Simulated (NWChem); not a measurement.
System: CH3FTe; SMILES [Te](C)F

```xyz
6

Te     0.3682     0.0392     0.0000
F     -1.0043     1.4223     0.0000
C     -1.0496    -1.5568     0.0001
H     -0.4756    -2.4958    -0.0075
H     -1.6721    -1.4974    -0.9012
H     -1.6640    -1.5067     0.9074
```
Atoms are numbered in this order, from 1.

Geometry: optimised at PBE0/def2-SVP. Not confirmed as a minimum by frequencies. def2 effective core potentials on Te; no spin-orbit coupling.

Problem. List the 4 lowest vertical singlet excitations from PBE0/def2-SVPD with def2 effective core potentials on Te, TDA (NWChem).

Solution. 
| state | energy (eV) | oscillator strength | leading excitation (squared amplitude) |
|---|---|---|---|
| S1 | 2.47 | 0.000 | HOMO → LUMO (0.99) |
| S2 | 4.66 | 0.001 | HOMO → LUMO+1 (0.97) |
| S3 | 5.46 | 0.015 | HOMO−1 → LUMO (0.95) |
| S4 | 5.52 | 0.111 | HOMO → LUMO+2 (0.98) |
